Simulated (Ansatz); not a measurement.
HgMe2 (C₂H₆Hg). Charge 0, multiplicity 1. Geometry PBE0-D4/def2-TZVP, basis def2-TZVP, Ansatz.

```xyz
9

Hg    0.000    0.000    0.000
C    -1.955    0.753    0.021
H    -2.025    1.654   -0.592
H    -2.258    1.004    1.039
H    -2.654    0.013   -0.374
C     1.955   -0.753   -0.021
H     2.227   -1.085   -1.025
H     2.046   -1.603    0.659
H     2.665    0.016    0.292
```

```csv
run,HOMO (eV),LUMO (eV)
A,-6.18,-0.38
B,-8.34,0.51
C,-8.02,0.37
D,-6.23,-0.91
E,-5.84,-0.74
F,-9.28,1.38
```

In the def2 sets Hg takes a core potential; there is no spin–orbit coupling.

Problem. The runs used BHLYP, BLYP, CAM-B3LYP, LDA (SPW92), r2SCAN, ωB97X-V. Estimate which is which.

Solution. A r2SCAN (0 % exact exchange); B CAM-B3LYP (range-separated); C BHLYP (50 % exact exchange); D LDA (SPW92) (0 % exact exchange); E BLYP (0 % exact exchange); F ωB97X-V (range-separated). Exact exchange lowers occupied and raises empty levels; among semilocal functionals meta-GGAs tend to open the gap a little, and such runs are hard to tell apart. The gap grows from 5.09 eV (BLYP) to 10.67 eV (ωB97X-V).
